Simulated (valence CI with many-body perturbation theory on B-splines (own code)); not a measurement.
**From CI to CI+MBPT in Nd53+**

Calculated by relativistic CI+MBPT: five valence electrons over a frozen Dirac-Fock core [He], radial functions for each j: 9 s, 9 p, 8 d, 6 f, 3 g, 1 h, with the one-electron correlation potential Σ1, the two-electron term Σ2, the three-electron term Σ3, Breit, model QED; selected CI, second order for the rest (own B-spline code, finite nucleus).

No measured spectrum was set against this ion. As an estimate, large intervals hold to a few tenths of a per cent, small ones and those within an open d or f shell to about a per cent. Among the levels kept, up to 1200 cm⁻¹ of a level comes from second order outside the variational space, and about a tenth of that is noise between levels of different J, which matters for small intervals.

Each rung adds one term. CI alone is the Dirac-Coulomb CI over the frozen core; QED comes last and gives the full result, which names the levels. Energies are above (2s^2 2p1/2^2 2p3/2) J=3/2 on the same rung, in Ry.

Levels are named by their leading jj configuration (3d3/2^4 stands for four electrons in 3d with j = 3/2), which in mixed levels can hold well under half, so a name can repeat and another be missing. Letters in brackets count levels of one name in rising energy.

```csv
Level,CI alone,+ Σ1,+ Σ2,+ Σ3,+ Breit,Full
(2s^2 2p1/2 2p3/2^2) J=3/2,39.07,39.08,39.08,39.08,38.51,38.58
(2s^2 2p1/2 2p3/2^2) J=5/2,41.03,41.04,41.04,41.04,40.08,40.15
(2s^2 2p1/2 2p3/2^2) J=1/2,43.28,43.29,43.30,43.29,42.81,42.88
(2s 2p1/2^2 2p3/2^2) J=5/2,57.97,57.96,57.94,57.94,57.72,57.16
(2s 2p1/2^2 2p3/2^2) J=1/2,63.44,63.43,63.42,63.41,63.57,63.01
(2s 2p1/2^2 2p3/2^2) J=3/2,63.83,63.82,63.79,63.77,63.68,63.12
(2s^2 2p3/2^3) J=3/2,82.59,82.61,82.62,82.61,81.42,81.55
(2s 2p1/2 2p3/2^3) J=3/2 [a],98.44,98.44,98.43,98.42,97.84,97.34
(2s 2p1/2 2p3/2^3) J=5/2,101.45,101.45,101.43,101.42,100.46,99.97
(2s 2p1/2 2p3/2^3) J=1/2,104.35,104.35,104.32,104.31,103.73,103.24
(2s 2p1/2 2p3/2^3) J=3/2 [b],105.34,105.34,105.31,105.29,104.50,104.00
(2p1/2^2 2p3/2^3) J=3/2,125.82,125.79,125.74,125.72,125.65,124.53
(2s 2p3/2^4) J=1/2,144.64,144.65,144.64,144.62,143.49,143.06
(2p1/2 2p3/2^4) J=1/2,166.65,166.64,166.59,166.57,165.90,164.84
(2s^2 2p1/2^2 3s) J=1/2,420.34,420.36,420.37,420.36,419.99,420.11
(2s^2 2p1/2^2 3p1/2) J=1/2,425.97,425.98,425.99,425.98,425.80,425.74
(2s^2 2p1/2^2 3p3/2) J=3/2,438.58,438.60,438.60,438.59,438.20,438.16
(2s^2 2p1/2^2 3d3/2) J=3/2,443.89,443.91,443.92,443.91,443.49,443.43
(2s^2 2p1/2^2 3d5/2) J=5/2,447.88,447.90,447.91,447.90,447.36,447.31
(2s^2 2p1/2 2p3/2 3s) J=3/2 [a],460.13,460.16,460.17,460.16,459.12,459.31
(2s^2 2p1/2 2p3/2 3s) J=1/2,460.73,460.76,460.76,460.75,459.72,459.91
(2s^2 2p1/2 2p3/2 3s) J=5/2,461.79,461.82,461.83,461.81,460.45,460.64
(2s^2 2p1/2 2p3/2 3s) J=3/2 [b],462.12,462.15,462.16,462.14,460.83,461.02
(2s^2 2p1/2 2p3/2 3p1/2) J=1/2,465.70,465.72,465.73,465.72,464.88,464.89
(2s^2 2p1/2 2p3/2 3p1/2) J=3/2 [a],466.23,466.26,466.26,466.25,465.31,465.32
(2s^2 2p1/2 2p3/2 3p1/2) J=5/2,467.45,467.48,467.48,467.47,466.25,466.26
(2s^2 2p1/2 2p3/2 3p1/2) J=3/2 [b],469.39,469.41,469.41,469.40,468.38,468.39
(2s 2p1/2^2 2p3/2 3s) J=5/2,475.94,475.95,475.95,475.94,475.18,474.87
(2s 2p1/2^2 2p3/2 3s) J=3/2 [a],477.75,477.76,477.76,477.74,477.03,476.69
(2s^2 2p1/2 2p3/2 3p3/2) J=1/2 [a],477.96,477.99,477.99,477.98,476.88,476.90
(2s^2 2p1/2 2p3/2 3p3/2) J=5/2 [a],478.35,478.37,478.37,478.36,477.42,477.32
```

(1) How does the ionisation energy move along the ladder, and which term matters most?

Answers

(1) CI alone 10564, + Σ1 10564, + Σ2 10564, + Σ3 10564, + Breit 10556, + QED 10556 eV. The largest step is Breit, -8 eV. NIST lists 10555 ± 5 eV (theoretical).
